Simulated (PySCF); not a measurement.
Structure with atom numbers: `[CH:1]#[C:2][GaH2-:3][AsH3+:4]`. Hydrogens are named by the atom that carries them.

Geometry: PBE0-D3(BJ)/def2-SVP; GIAO shifts from PySCF 2.14, gas phase, non-relativistic, averaged over equivalent atoms.

At PBE0/pcSseg-1 (146 basis functions, 12 s wall time on 1 thread of an Arm Neoverse V2, shared host):
```tsv
atoms	δ (ppm)
C1	105.8
C2	96.5
Ga3	135.9
As4	147.9
H(Ga3)	4.28
H(As4)	3.61
H(C1)	2.13
```

δ = σ(ref) − σ, references computed at the same level: ¹³C (184.41 ppm), ¹H (31.27 ppm) against TMS; ⁷¹Ga (1710.18 ppm) against GaH4-; ⁷⁵As (1910.42 ppm) against AsH3.

**Question.** Predict the values at HF/pcSseg-2 on the same geometry.

**Answer.** 
```
 atoms  δ at HF/pcSseg-2  change
    C1             111.2    +5.4
    C2              98.7    +2.2
   Ga3              99.0   -36.9
   As4             134.0   -13.9
H(Ga3)              3.83   -0.45
H(As4)              3.57   -0.04
 H(C1)              2.31   +0.18
```

Scale: TMS for ¹³C (σ = 191.47 ppm), ¹H (σ = 31.68 ppm); ⁷¹Ga (σ = 1830.58 ppm) against GaH4-; AsH3 for ⁷⁵As (σ = 1971.27 ppm) (reference shieldings calculated alike).

The largest change is at Ga3 (Ga bonded to C, As, 2 H). Cost: 282 basis functions, 23 s wall time on 1 thread of an Arm Neoverse V2, shared host.

Relativistic effects, spin–orbit coupling among them, are left out; they matter for As, Ga and for the light atoms bonded to it.
